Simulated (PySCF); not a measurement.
Static polarisabilities and like-pair C6 coefficients by linear response at CAM-B3LYP/def2-SVPD (PySCF, frozen core in the response, non-relativistic, gas phase), PBE0-D3(BJ)/def2-SVP geometries, one conformer each; atomic units unless stated. Spin–orbit coupling is left out although an atom past zinc is present.

```
             species  electrons      α
      `C#CC1=CC=CO1`         48   74.1
  `c1([nH]c(cc1)C)C`         52   78.7
   `O=CC1CC[AsH]CC1`         88  101.6
`C#C/C(=C\OC)OC(F)F`         76   83.6
`C=C1C[C@@H]1/C=N/C`         52   83.9
       `[BH2][GeH3]`         42   49.7
```

Q: Estimate each like-pair C6, largest first.

A: 
```
             species     C6  ω̄ = 4·C6/(3α²) (eV)
   `O=CC1CC[AsH]CC1`   4130                  14.5
`C#C/C(=C\OC)OC(F)F`   2934                  15.2
`C=C1C[C@@H]1/C=N/C`   2680                  13.8
  `c1([nH]c(cc1)C)C`   2470                  14.5
      `C#CC1=CC=CO1`   1927                  12.8
       `[BH2][GeH3]`  809.9                  11.9
```

The order departs from that of α, because the effective excitation energy in the last column differs. London's effective excitation energy ω̄ runs from 11.9 to 15.2 eV here.
